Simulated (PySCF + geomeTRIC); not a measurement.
Species: [Y(F)3] (charge 0, multiplicity 1).

**Question.** Give a relaxed geometry from PySCF + geomeTRIC with TPSS-D3(BJ)/def2-SVP.

**Answer.** the end point of this relaxation.
Cartesian coordinates (Å) in one orientation:
```xyz
4

Y     -0.002    -0.081     0.010
F      0.821    -1.359     1.314
F     -1.996     0.047    -0.149
F      1.172     1.077    -1.127
```
